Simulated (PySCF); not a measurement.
Computed IR spectrum (relative IR intensity) of a molecule C3H4BrF. Coordinates come from a PBE0-D3(BJ)/def2-SVP optimisation. One conformer was computed; it need not be the lowest. Computed with PBE0-D3(BJ)/def2-SVP (PySCF). Frequencies are harmonic and unscaled.

Lines under 2 % of the strongest are left out, and lines within 2 cm⁻¹ are merged.

```csv
ν (cm⁻¹),relative intensity
239,4.8
331,3.9
437,5.2
642,14
828,12
917,13
985,26
999,17
1047,12
1081,4.0
1100,9.2
1203,100
1220,21
1270,2.4
1392,10
1488,57
3195,3.9
3221,3.3
```

**Question.** Which structure fits?
A. F[C@@H]1C[C@H]1Br
B. C/C=C(\F)Br
C. C/C(Br)=C\F
D. C/C(F)=C\Br

**Answer.** A, F[C@@H]1C[C@H]1Br
